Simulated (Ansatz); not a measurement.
One change: `[O]=[Nb]([OH])([OH])[F]` becomes `[O]=[V]([OH])([OH])[F]`.

Ansatz, PBE0-D4/def2-TZVP geometries, multiplicity 1. Each molecule was computed in one conformer, which needn't be the lowest.

Elements past krypton have def2 core potentials. Scalar relativity is left out up to krypton.

```json
{"property": "HOMO energy (B3LYP/def2-TZVPP) / eV", "`[O]=[Nb]([OH])([OH])[F]`": "-9.53"}
{"property": "LUMO energy (PBE0/def2-TZVPP) / eV", "`[O]=[Nb]([OH])([OH])[F]`": "-1.19"}
{"property": "HOMO–LUMO gap (ωB97M-V/def2-TZVPP) / eV", "`[O]=[Nb]([OH])([OH])[F]`": "12.80"}
{"property": "HOMO–LUMO gap (PBE0/def2-TZVPP) / eV", "`[O]=[Nb]([OH])([OH])[F]`": "8.61"}
{"property": "HOMO energy (PBE/def2-TZVPP) / eV", "`[O]=[Nb]([OH])([OH])[F]`": "-8.07"}
{"property": "LUMO energy (ωB97M-V/def2-TZVPP) / eV", "`[O]=[Nb]([OH])([OH])[F]`": "0.58"}
```

(1) What does the change do to each property? (An estimate is asked.)

Results:

(1) The calculation gave: 
```
                               property  `[O]=[V]([OH])([OH])[F]`  shift
    HOMO energy (B3LYP/def2-TZVPP) / eV                     -9.70  -0.17
     LUMO energy (PBE0/def2-TZVPP) / eV                     -2.82  -1.63
HOMO–LUMO gap (ωB97M-V/def2-TZVPP) / eV                     11.84  -0.96
   HOMO–LUMO gap (PBE0/def2-TZVPP) / eV                      7.14  -1.47
      HOMO energy (PBE/def2-TZVPP) / eV                     -8.25  -0.18
  LUMO energy (ωB97M-V/def2-TZVPP) / eV                     -0.51  -1.09
```

With PBE0 the HOMO falls by 0.16 eV and the LUMO falls by 1.63 eV, so the gap narrows by about 1.47 eV. PBE moves the HOMO by -0.18 eV and ωB97M-V by -0.14 eV.

B3LYP here is the variant with VWN-RPA as its local correlation; programs differ in this.
